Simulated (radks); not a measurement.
Q: All-electron atom: Cs I in [Xe] 6s1. Method: scalar-relativistic Kohn-Sham, r2SCAN, spin-polarised, spherical densities, finite nucleus; open shells are filled with parallel spins first (spin-orbit coupling, left out, can overturn this in heavy ions); meta-GGA in the generalised Kohn-Sham scheme; Fermi nuclear charge, rms radius 4.8041 fm; computed with a radial shooting solver on a logarithmic mesh with Libxc functionals. Some entries of the table are withheld. Estimate them.

orbital  occ.  eigenvalue (eV)  <1/r> (bohr^-1)  <r> (bohr)
1s up       1        -35859.03            59.39     0.02611
1s down     1        -35859.02            59.39     0.02611
2s up       1        -5642.843            13.66      0.1121
2s down     1        -5642.841            13.66      0.1121
2p up       3        -5058.745            13.00     0.09822
2p down     3        -5058.743            13.00     0.09822
3s up       1        -1180.127            4.933      0.2984
3s down     1        -1180.123            4.933      0.2984
3p up       3        -990.9914            4.676      0.2966
3p down     3        -990.9870            4.676      0.2966
3d up       5        -713.7396            4.422      0.2735
3d down     5        -713.7353            4.422      0.2735
4s up       1        -225.3457            2.011      0.6954
4s down     1        -225.3339            2.011      0.6954
4p up       3        -164.5439            1.850      0.7397
4p down     3        -164.5315            1.850      0.7397
4d up       5         -75.7424            1.582      0.8370
4d down     5         -75.7244            1.582      0.8369
5s up       1         -27.6022           0.7476       1.752
5s down     1         -27.5646           0.7466       1.754
5p up       3         -14.0170           0.6209         (1)
5p down     3         -13.9750           0.6223         (2)
6s up       1          -2.3221           0.2164       5.685

A: 
(1) 5p up <r> (bohr): 2.089
(2) 5p down <r> (bohr): 2.080
